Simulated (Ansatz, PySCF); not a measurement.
Sb(H)(TeH)2 (H₃SbTe₂), SMILES [SbH]([TeH])[TeH]. Atoms are numbered in the order given.

```xyz
6

Sb    -0.9454    -0.2855     0.5003
H     -1.7101    -0.5928    -1.0048
Te     0.0332     2.1139    -0.5067
H      0.4038     2.6188     1.0371
Te     1.0227    -2.1413    -0.1412
H      1.5201    -2.1737     1.4485
```

Coordinates come from a PBE0-D3(BJ)/def2-SVP optimisation. The structure was generated by enumeration; whether it is a known compound was not checked. The def2 effective core potentials stand for the cores of Sb, Te; spin–orbit coupling is left out.

Two levels are set side by side: PBE-D3(BJ)/def2-SVP (Ansatz, a program for electronic structure) and PBE0-D3(BJ)/def2-SVP (Ansatz). Each level has its own optimised geometry; the coordinates shown are those of the second. Frequencies come from the Hessian of PySCF at each geometry. Differences are taken from unrounded values.

| quantity | PBE0-D3(BJ) | PBE-D3(BJ) | PBE-D3(BJ) minus PBE0-D3(BJ) |
|---|---|---|---|
| mean bond length (Å) | 2.122 | 2.146 | 0.024 |
| bond Sb1–Te3 (Å) | 2.780 | 2.814 | 0.034 |
| bond Sb1–Te5 (Å) | 2.780 | 2.814 | 0.034 |
| bond Sb1–H2 (Å) | 1.716 | 1.736 | 0.020 |
| bond Te3–H4 (Å) | 1.666 | 1.683 | 0.017 |
| bond Te5–H6 (Å) | 1.666 | 1.683 | 0.017 |
| highest harmonic wavenumber (cm⁻¹) | 2143 | 2054 | -89 |
| mean harmonic wavenumber (cm⁻¹) | 767 | 734 | -33 |
| zero-point energy (kcal/mol) | 13.16 | 12.59 | -0.57 |

Exact exchange shortens and stiffens bonds; PBE has none. Differences between two approximate levels are no errors against the true value.
